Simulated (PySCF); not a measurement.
**A ladder of Hamiltonians for Ta⁵⁹⁺ (tantalum, charge +59)**

Occupied: 1s1/2, 2s1/2, 2p1/2, 2p3/2, 3s1/2, 3p1/2. Hartree-Fock calculated with PySCF 2.14 in an even-tempered Gaussian basis (16 s from 8 bohr⁻², ratio 2.7; 14 p from 9.6 bohr⁻², ratio 2.7), Gaussian nucleus throughout. NR is non-relativistic, sf-X2C the spin-free one-electron X2C Hamiltonian, X2C adds the bare one-electron spin-orbit term, X2C-SNSO screens it by Boettger's factors, DC is four-component Dirac-Coulomb, and the Gaunt and Breit terms are added at first order (total energies over the DC spinors, levels after relaxing the spinors in that mean field). QED terms are absent. Levels marked empty are virtual spinors of this ion; the basis has s and p functions only, so 3d, which can lie below the n = 4 levels, is absent.

| level (eV) | X2C | X2C-SNSO |
| --- | --- | --- |
| 1s1/2 | -72484.9 | -72486.4 |
| 2s1/2 | -16277.4 | -16278.0 |
| 2p1/2 | -15824.6 | -15793.9 |
| 2p3/2 | -14459.5 | -14469.9 |
| 3s1/2 | -6530.0 | -6530.2 |
| 3p1/2 | -6376.2 | -6368.3 |
| 3p3/2 (empty) | -5903.0 | -5905.8 |
| 4s1/2 (empty) | -3398.8 | -3398.9 |

Problem. Where do the four-component calculations put these levels?

Solution. 1s1/2: DC -72567.1, DC+Gaunt -72332.0, DC+Breit -72348.1; 2s1/2: DC -16289.5, DC+Gaunt -16263.6, DC+Breit -16265.6; 2p1/2: DC -15801.2, DC+Gaunt -15757.2, DC+Breit -15761.6; 2p3/2: DC -14478.0, DC+Gaunt -14449.3, DC+Breit -14453.5; 3s1/2: DC -6533.0, DC+Gaunt -6526.5, DC+Breit -6527.3; 3p1/2: DC -6370.2, DC+Gaunt -6358.9, DC+Breit -6360.4; 3p3/2 (empty): DC -5907.5, DC+Gaunt -5900.4, DC+Breit -5901.8; 4s1/2 (empty): DC -3399.9, DC+Gaunt -3397.5, DC+Breit -3397.8 (eV).

```json
{"Hamiltonian": "X2C", "E (hartree)": "-11715.5746", "E − E(DC) (hartree)": "3.9907", "CPU seconds": "0.26"}
{"Hamiltonian": "X2C-SNSO", "E (hartree)": "-11714.1358", "E − E(DC) (hartree)": "5.4295", "CPU seconds": "0.26"}
{"Hamiltonian": "DC", "E (hartree)": "-11719.5653", "E − E(DC) (hartree)": "0.0000", "CPU seconds": "11"}
{"Hamiltonian": "DC+Gaunt", "E (hartree)": "-11704.6540", "E − E(DC) (hartree)": "14.9113", "CPU seconds": "18"}
{"Hamiltonian": "DC+Breit", "E (hartree)": "-11705.9991", "E − E(DC) (hartree)": "13.5662", "CPU seconds": "50"}
```

Weight of the small component: 1s1/2 0.0756, 2s1/2 0.0176, 2p1/2 0.0175, 2p3/2 0.0159, 3s1/2 0.00676, 3p1/2 0.00670, 3p3/2 0.00623, 4s1/2 0.00318.

Koopmans' value for the highest occupied level at DC+Breit: 6360.4 eV, against an ionisation energy of 6364 ± 7 eV (theoretical estimate listed by NIST; NIST Atomic Spectra Database, ionization energies); the former lacks relaxation, correlation, QED and recoil.

The whole ladder took 83 s of wall time on 1 thread of Neoverse-V1 (shared host), launched as `OMP_NUM_THREADS=1 python relrun2.py TASK.json OUT` (a driver that calls PySCF for each Hamiltonian).
